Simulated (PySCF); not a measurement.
A GIAO shielding run with PySCF 2.14.0 with density-fitted response routines (density fitting, non-relativistic, gas phase) on `O[Si@@H]1C[C@H](F)C[C@@H]1[SiH3]`, C4H11FOSi2:

```
$ OMP_NUM_THREADS=1 python probes_run.py task.json out

{"job": {"kind": "nmr", "xc": "PBE0", "basis": "pcSseg-1"}, "charge": 0, "multiplicity": 1}
O      0.157283     2.524893     0.486945
Si    -0.634455     1.375981    -0.344514
C     -1.762127     0.259072     0.716112
C     -0.998403    -1.053299     0.820194
F     -0.021441    -0.921450     1.802552
C     -0.320690    -1.340062    -0.514189
C      0.425834    -0.080541    -0.983453
Si     2.245409    -0.046421    -0.410185
H      0.709119     2.300482     1.233054
H     -1.342968     2.172983    -1.336010
H     -1.975720     0.644973     1.711016
H     -2.717025     0.068131     0.231929
H     -1.624118    -1.891643     1.152708
H      0.344062    -2.200746    -0.417049
H     -1.108711    -1.599301    -1.225201
H      0.449547    -0.083796    -2.075512
H      2.912570     1.070966    -1.084379
H      2.378050     0.120221     1.037083
H      2.873979    -1.311194    -0.808563
```

Hardware: 1 thread of an Arm Neoverse V1, shared host. The job also computes population analyses, field gradients, ring-centre shieldings.

**Question.** How large is the calculation?

**Answer.** 80 electrons, 205 basis functions and 1110 auxiliary functions.

**Question.** How long does it take, and how much memory does it need?

**Answer.** 43 s of wall time, with 13 SCF cycles and 4 response iterations; peak memory 0.91 GiB. Times on a shared host scatter by some tens of per cent.
